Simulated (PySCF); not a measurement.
PySCF input (HF/def2-TZVPD):

```python
from pyscf import gto, scf, dft

mol = gto.M(
    atom='''
    Si    0.04395211   -0.05767862    0.02753163
    O    -0.65489506   -1.35585896    0.71394472
    N    -1.42894126    0.85620342   -0.17052083
    N     1.12855003    0.93588665    0.89662770
    N     0.82442656   -0.50307229   -1.41261033
    H    -2.11997761    0.50046510   -0.81616338
    H    -1.88123916    1.27576735    0.63015688
    H     2.07760606    0.62466943    1.03164113
    H     0.81969264    1.49603984    1.67536114
    H     0.61864332   -1.36663448   -1.88428199
    H     1.44085818    0.10094068   -1.92819021
    ''',
    basis='def2-tzvpd',
    charge=0,
    spin=1,
    verbose=4,
)

mf = scf.UHF(mol).density_fit(auxbasis='def2-universal-jkfit')
mf.conv_tol = 1e-9
mf.max_cycle = 100
mf.max_memory = 1500
mf.kernel()
if not mf.converged:
    mf = mf.newton()
    mf.kernel(mf.make_rdm1())
for _ in range(2):
    mo, _, stable, _ = mf.stability(return_status=True)
    if stable:
        break
    mf.kernel(mf.make_rdm1(mo, mf.mo_occ))
mf.analyze()
```

Output:

```
PySCF version 2.14.0

[INPUT] verbose = 4
[INPUT] num. atoms = 11
[INPUT] num. electrons = 49
[INPUT] charge = 0
[INPUT] spin (= nelec alpha-beta = 2S) = 1
[INPUT] symmetry False subgroup None
[INPUT] Mole.unit = angstrom
[INPUT] Symbol           X                Y                Z      unit          X                Y                Z       unit  Magmom
[INPUT]  1 Si     0.043952110000  -0.057678620000   0.027531630000 AA    0.083057450497  -0.108996795043   0.052027240463 Bohr   0.0
[INPUT]  2 O     -0.654895060000  -1.355858960000   0.713944720000 AA   -1.237572303731  -2.562202097938   1.349159988879 Bohr   0.0
[INPUT]  3 N     -1.428941260000   0.856203420000  -0.170520830000 AA   -2.700307629491   1.617989970716  -0.322237667234 Bohr   0.0
[INPUT]  4 N      1.128550030000   0.935886650000   0.896627700000 AA    2.132650474570   1.768569452137   1.694380788699 Bohr   0.0
[INPUT]  5 N      0.824426560000  -0.503072290000  -1.412610330000 AA    1.557940408217  -0.950668848958  -2.669446644431 Bohr   0.0
[INPUT]  6 H     -2.119977610000   0.500465100000  -0.816163380000 AA   -4.006177073110   0.945741973903  -1.542325261099 Bohr   0.0
[INPUT]  7 H     -1.881239160000   1.275767350000   0.630156880000 AA   -3.555026787207   2.410850890162   1.190823918710 Bohr   0.0
[INPUT]  8 H      2.077606060000   0.624669430000   1.031641130000 AA    3.926106448137   1.180454141088   1.949519194537 Bohr   0.0
[INPUT]  9 H      0.819692640000   1.496039840000   1.675361140000 AA    1.548994595922   2.827105569038   3.165973714339 Bohr   0.0
[INPUT] 10 H      0.618643320000  -1.366634480000  -1.884281990000 AA    1.169066443592  -2.582564879587  -3.560776902550 Bohr   0.0
[INPUT] 11 H      1.440858180000   0.100940680000  -1.928190210000 AA    2.722827344539   0.190750240027  -3.643751412968 Bohr   0.0

nuclear repulsion = 252.26343854565
number of shells = 98
number of NR pGTOs = 346
number of NR cGTOs = 248
basis = def2-tzvpd
ecp = {}

******** <class 'pyscf.df.df_jk.DFUHF'> ********
method = DFUHF
initial guess = minao
damping factor = 0
level_shift factor = 0
DIIS = <class 'pyscf.scf.diis.CDIIS'>
diis_start_cycle = 1
diis_space = 8
diis_damp = 0
SCF conv_tol = 1e-09
SCF conv_tol_grad = None
SCF max_cycles = 100
direct_scf = False
number electrons alpha = 25  beta = 24
Set gradient conv threshold to 3.16228e-05
******** <class 'pyscf.df.df.DF'> ********
auxbasis = def2-universal-jkfit
init E= -531.174423399691
  alpha nocc = 25  HOMO = -0.284601902026899  LUMO = 0.0239737621290743
  beta  nocc = 24  HOMO = -0.307640496440338  LUMO = -0.284601902026899

WARN: HOMO -0.284601902026899 >= LUMO -0.284601902026899

cycle= 1 E= -530.560153923819  delta_E= 0.614  |g|= 0.657  |ddm|= 1.71
  alpha nocc = 25  HOMO = -0.155201564242123  LUMO = 0.0368000583427186
  beta  nocc = 24  HOMO = -0.153829850917916  LUMO = -0.0279541253686446
  HOMO = -0.153829850918  LUMO = -0.0279541253686  gap/eV = 3.42525
cycle= 2 E= -530.5756617894  delta_E= -0.0155  |g|= 0.771  |ddm|= 0.987
  alpha nocc = 25  HOMO = -0.395887704265107  LUMO = 0.0523157313466429
  beta  nocc = 24  HOMO = -0.318480244143508  LUMO = -0.0590198091607306
  HOMO = -0.318480244144  LUMO = -0.0590198091607  gap/eV = 7.06028
[...]
  beta  nocc = 24  HOMO = -0.392979165910772  LUMO = 0.0556029535324733
  HOMO = -0.392979165911  LUMO = 0.0556029535325  gap/eV = 12.20654
Extra cycle  E= -530.862820521352  delta_E= -1.58e-10  |g|= 7.53e-06  |ddm|= 1.09e-05
converged SCF energy = -530.862820521352  <S^2> = 0.76038801  2S+1 = 2.0103612
uhf_internal: lowest eigs of H = [0.03676931 0.15921053 0.38519343]
<class 'pyscf.df.df_jk.DFUHF'> wavefunction is stable in the internal stability analysis
**** SCF Summaries ****
Total Energy =                        -530.862820521352205
Nuclear Repulsion Energy =             252.263438545649649
One-electron Energy =                -1234.283960743720399
Two-electron Energy =                  451.157701676718602
Two-electron Coulomb Energy =          502.000053713090324
DFT Exchange-Correlation Energy =      -50.842352036371722
HOMO-LUMO gap [eV] =                    12.206541213839897
**** MO energy ****
                             alpha | beta                alpha | beta
MO #1   energy= -68.7920712843057  | -68.7926334090416  occ= 1 | 1
MO #2   energy= -20.5956786223613  | -20.5574735885562  occ= 1 | 1
MO #3   energy= -15.5357434197519  | -15.5355023012441  occ= 1 | 1
MO #4   energy= -15.5350233804108  | -15.5350646164488  occ= 1 | 1
MO #5   energy= -15.5250481950337  | -15.520999162772   occ= 1 | 1
MO #6   energy= -6.13434377731364  | -6.13515913965639  occ= 1 | 1
MO #7   energy= -4.24271953304381  | -4.2439355077174   occ= 1 | 1
MO #8   energy= -4.24251757913363  | -4.24302365521619  occ= 1 | 1
MO #9   energy= -4.2420802107828   | -4.24297956696679  occ= 1 | 1
MO #10  energy= -1.35599762398636  | -1.21276714350461  occ= 1 | 1
MO #11  energy= -1.15522206341877  | -1.14463773428201  occ= 1 | 1
MO #12  energy= -1.12404606533968  | -1.1233655165656   occ= 1 | 1
MO #13  energy= -1.11705412194211  | -1.10476352740033  occ= 1 | 1
MO #14  energy= -0.719068629177301 | -0.709554744045458 occ= 1 | 1
MO #15  energy= -0.671987913169526 | -0.669640378621703 occ= 1 | 1
MO #16  energy= -0.668903686974274 | -0.664959028195814 occ= 1 | 1
MO #17  energy= -0.655145955952173 | -0.637743756824199 occ= 1 | 1
MO #18  energy= -0.636227888215469 | -0.57989028831894  occ= 1 | 1
MO #19  energy= -0.594251226956473 | -0.568554500069997 occ= 1 | 1
MO #20  energy= -0.583083388726815 | -0.556196124027659 occ= 1 | 1
MO #21  energy= -0.555176555628068 | -0.495703839467801 occ= 1 | 1
MO #22  energy= -0.533885018334719 | -0.422055515770165 occ= 1 | 1
MO #23  energy= -0.431326245012696 | -0.414413090986121 occ= 1 | 1
MO #24  energy= -0.416578962875096 | -0.392979165910772 occ= 1 | 1
MO #25  energy= -0.4013665012896   | 0.0556029535324733 occ= 1 | 0
MO #26  energy= 0.0570454981013897 | 0.0691889233499948 occ= 0 | 0
MO #27  energy= 0.0948837976953578 | 0.096589676567066  occ= 0 | 0
MO #28  energy= 0.10008377966574   | 0.105958656062927  occ= 0 | 0
MO #29  energy= 0.111913634057104  | 0.123224063596485  occ= 0 | 0
MO #30  energy= 0.130787190185666  | 0.131755327721097  occ= 0 | 0
MO #31  energy= 0.133221103269262  | 0.133960971808711  occ= 0 | 0
MO #32  energy= 0.140708028784454  | 0.143249055733169  occ= 0 | 0
MO #33  energy= 0.156194053821373  | 0.15807716835398   occ= 0 | 0
MO #34  energy= 0.165323530667392  | 0.169498925619798  occ= 0 | 0
MO #35  energy= 0.184437838183649  | 0.185524681935586  occ= 0 | 0
MO #36  energy= 0.190776508261619  | 0.191246728255749  occ= 0 | 0
MO #37  energy= 0.198340941495609  | 0.199616005475451  occ= 0 | 0
MO #38  energy= 0.211299842259527  | 0.211303181458125  occ= 0 | 0
MO #39  energy= 0.217597367667472  | 0.217977400333477  occ= 0 | 0
MO #40  energy= 0.227335992606181  | 0.228614831885163  occ= 0 | 0
MO #41  energy= 0.234374531477493  | 0.241367379849642  occ= 0 | 0
MO #42  energy= 0.256745898778204  | 0.256937802334446  occ= 0 | 0
MO #43  energy= 0.260224500203956  | 0.262826168611533  occ= 0 | 0
MO #44  energy= 0.26722669858821   | 0.269803688335421  occ= 0 | 0
MO #45  energy= 0.272004857859278  | 0.276213245191786  occ= 0 | 0
MO #46  energy= 0.286527359650727  | 0.287183054973147  occ= 0 | 0
MO #47  energy= 0.311773271657637  | 0.313850115555108  occ= 0 | 0
MO #48  energy= 0.319608759869471  | 0.32103356484851   occ= 0 | 0
MO #49  energy= 0.330885916450783  | 0.331578671968834  occ= 0 | 0
MO #50  energy= 0.337984949190909  | 0.338688453173595  occ= 0 | 0
MO #51  energy= 0.344934664749815  | 0.350354704296092  occ= 0 | 0
MO #52  energy= 0.355543892272674  | 0.357647410967388  occ= 0 | 0
MO #53  energy= 0.367412743054645  | 0.368950210573607  occ= 0 | 0
MO #54  energy= 0.370104650508932  | 0.372768146537072  occ= 0 | 0
MO #55  energy= 0.377253779701113  | 0.378296434584444  occ= 0 | 0
MO #56  energy= 0.385084582107678  | 0.387875905281359  occ= 0 | 0
MO #57  energy= 0.389048724967909  | 0.39004143117041   occ= 0 | 0
MO #58  energy= 0.393338226307043  | 0.398152563021826  occ= 0 | 0
MO #59  energy= 0.399164821307173  | 0.400971998350367  occ= 0 | 0
MO #60  energy= 0.407103420439475  | 0.41059062722195   occ= 0 | 0
MO #61  energy= 0.410039827752694  | 0.411207293669416  occ= 0 | 0
MO #62  energy= 0.419490453872907  | 0.423348367650033  occ= 0 | 0
MO #63  energy= 0.422926151689072  | 0.425959179770601  occ= 0 | 0
MO #64  energy= 0.428888039477892  | 0.42975002345453   occ= 0 | 0
MO #65  energy= 0.448841329430331  | 0.451594118745448  occ= 0 | 0
MO #66  energy= 0.460898548078248  | 0.463889854470678  occ= 0 | 0
MO #67  energy= 0.474410790706619  | 0.475244094566302  occ= 0 | 0
MO #68  energy= 0.485722679226704  | 0.48901619699504   occ= 0 | 0
MO #69  energy= 0.499765201777064  | 0.501115781128671  occ= 0 | 0
MO #70  energy= 0.508638220275705  | 0.508897319358488  occ= 0 | 0
MO #71  energy= 0.51057106714714   | 0.51252892942719   occ= 0 | 0
MO #72  energy= 0.528459314660472  | 0.530297773872952  occ= 0 | 0
MO #73  energy= 0.547918370200831  | 0.549716312322263  occ= 0 | 0
MO #74  energy= 0.556691975887819  | 0.557226430955738  occ= 0 | 0
MO #75  energy= 0.577331624396374  | 0.591194360370786  occ= 0 | 0
MO #76  energy= 0.607257545136167  | 0.609353231520295  occ= 0 | 0
MO #77  energy= 0.62420688297004   | 0.625370548074467  occ= 0 | 0
MO #78  energy= 0.630013295753743  | 0.634807440193607  occ= 0 | 0
MO #79  energy= 0.641243838007468  | 0.642196638525532  occ= 0 | 0
MO #80  energy= 0.645022229715579  | 0.647269757678956  occ= 0 | 0
MO #81  energy= 0.654448124690979  | 0.658398534702843  occ= 0 | 0
MO #82  energy= 0.665515329719312  | 0.66855761110114   occ= 0 | 0
MO #83  energy= 0.678463918898846  | 0.684297970860159  occ= 0 | 0
MO #84  energy= 0.698805977823526  | 0.702734442164025  occ= 0 | 0
MO #85  energy= 0.706207721185142  | 0.711568868567414  occ= 0 | 0
MO #86  energy= 0.722508930976482  | 0.734286183744494  occ= 0 | 0
MO #87  energy= 0.750517432369628  | 0.758805673357575  occ= 0 | 0
MO #88  energy= 0.765765567994753  | 0.767394357480694  occ= 0 | 0
MO #89  energy= 0.770959752685234  | 0.772534651896059  occ= 0 | 0
MO #90  energy= 0.788119711438488  | 0.791863551729794  occ= 0 | 0
MO #91  energy= 0.80614767812885   | 0.807740429871235  occ= 0 | 0
MO #92  energy= 0.825458734516174  | 0.827797108051684  occ= 0 | 0
MO #93  energy= 0.844466839439438  | 0.850026518314405  occ= 0 | 0
MO #94  energy= 0.862538560906863  | 0.867019802077374  occ= 0 | 0
MO #95  energy= 0.885531103549503  | 0.886639525574481  occ= 0 | 0
MO #96  energy= 0.90694145766401   | 0.908220910344977  occ= 0 | 0
MO #97  energy= 0.915117266089564  | 0.91928770210016   occ= 0 | 0
MO #98  energy= 0.91809651754905   | 0.924340713717307  occ= 0 | 0
MO #99  energy= 0.923823187234616  | 0.926170459118288  occ= 0 | 0
MO #100 energy= 0.947017731677823  | 0.951864819435947  occ= 0 | 0
MO #101 energy= 0.950919584363362  | 0.955341317937317  occ= 0 | 0
MO #102 energy= 0.966189307073432  | 0.974045975737052  occ= 0 | 0
MO #103 energy= 0.996471755143438  | 1.00040859335801   occ= 0 | 0
MO #104 energy= 1.02138302231235   | 1.02247543208846   occ= 0 | 0
[...]
```

It need not be the lowest isomer of its formula.
